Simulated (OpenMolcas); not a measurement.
# Cu5+: effect of the active space

```
Program             : OpenMolcas 26.06
Method              : MS-CASPT2 or its RAS form, IPEA 0.25 Eh, imaginary shift 0.1 Eh
Basis               : ANO-R2
Scalar Hamiltonian  : X2C, finite nucleus
Spin-orbit coupling : state interaction with AMFI integrals over the reference wave functions, term energies averaged over their components
```

A. 6 electrons in 5 orbitals (3d); 2S+1 = 5 even, 5 roots; 2S+1 = 3 even, 45 roots; 2S+1 = 1 even, 50 roots; closed shells correlated: 3s 3p; CASPT2 step about 30 core-seconds
B. 12 electrons in 8 orbitals (RAS1 3p, at most 2 holes; RAS2 3d); 2S+1 = 5 even, 5 roots; 2S+1 = 3 even, 45 roots; 2S+1 = 1 even, 44 roots; closed shells correlated: 3s; CASPT2 step roughly 60 core-seconds

Energies in cm⁻¹ above 3d⁶ ⁵D₄, the measured ground level; measured values from Sugar and Musgrove, J. Phys. Chem. Ref. Data 19, 527 (1990).

| Level | A | B | Measured |
| --- | --- | --- | --- |
| 3d⁶ ⁵D₄ | 0.0 | 0.0 | 0.0 |
| 3d⁶ ⁵D₃ | 1133 | 1138 | 1196 |
| 3d⁶ ⁵D₂ | 1892 | 1900 | 1987 |
| 3d⁶ ⁵D₁ | 2380 | 2380 | 2490 |
| 3d⁶ ⁵D₀ | 2610 | 2620 | 2733 |
| 3d⁶ ³P₂(1) | 29730 | 30120 | 29285 |
| 3d⁶ ³H₆ | 31270 | 30890 | 30418 |
| 3d⁶ ³H₅ | 31750 | 31390 | 31009 |
| 3d⁶ ³H₄ | 31970 | 31650 | 31288 |
| 3d⁶ ³P₁(1) | 33020 | 33450 | 32685 |
| 3d⁶ ³F₄(1) | 33430 | 33430 | 32756 |
| 3d⁶ ³F₃(1) | 33920 | 33980 | 33296 |
| 3d⁶ ³P₀(1) | 34240 | 34660 | 33868 |
| 3d⁶ ³F₂(1) | 34350 | 34420 | 33740 |
| 3d⁶ ³G₅ | 38220 | 38080 | 37378 |
| 3d⁶ ³G₄ | 39250 | 39120 | 38469 |
| 3d⁶ ³G₃ | 39610 | 39490 | 38907 |
| 3d⁶ ³D₂ | 47550 | 47800 | 46714 |
| 3d⁶ ³D₁ | 47600 | 47830 | 46848 |
| 3d⁶ ¹I₆ | 47700 | 47150 | 46406 |
| 3d⁶ ³D₃ | 47930 | 48170 | 47119 |
| 3d⁶ ¹G₄(1) | 49120 | 48700 | 47612 |
| 3d⁶ ¹F₃ | 66250 | 66560 | 64968 |
| 3d⁶ ³P₀(2) | 76400 | 76680 | 74712 |

Deviations, from unrounded energies. A percentage is the sum of absolute deviations over the sum of measured energies, with the sign that they share, or ± where signs differ.

```tsv
Against measurement	Levels	A	B
mean absolute deviation (cm-1)	23	700	720
fine structure of the ground term (%)	4	-4.7	-4.4
other terms of the ground configuration (%)	19	+2.0	+2.1
```

A, B lie about equally close to measurement. The largest miss of A in the table is 3d⁶ ³P₀(2), by +1700 cm-1. The ranking rests on the paired levels alone, and a cruder setting can come out closer through cancelling errors.

The spin-orbit steps hold different terms of 3d⁶ (B lacks a ¹D, a ¹S), which shifts levels as well.

The two smallest mean deviations differ by little beside CASPT2's spread within terms, so their order carries little weight.

Between A and B the level of the table that moves most is 3d⁶ ¹I₆, by 560 cm-1 (lowest in B, highest in A). Moves below CASPT2's spread within the term are not significant.

CASPT2 breaks the degeneracy within a term, and the mean is taken; among the terms shown or strongly mixed into the levels shown the widest spread is 1200 cm-1 (3d⁶ ¹I, B). The CASPT2 spread within a term exceeds the gap to the next term for 3d⁶ ¹I and 3d⁶ ³D, so the order of their levels is uncertain (figures for A; the like holds for B). Active for correlation alone: 3p; no level in the range computed is led by a configuration that opens it, so any true level of that kind is missing (holds for B). Measured partners are found by configuration, term and J. A level has none where our copy of the source lacks it or the pairing is in doubt (some pairs that miss far off the trend of their configuration count as doubtful), and it then counts in no deviation. Only configurations of the active space appear. Levels that lie high or do not pair safely by name in every column are left out.

A number in round brackets counts repeated terms of one configuration in the order of the reference energies.
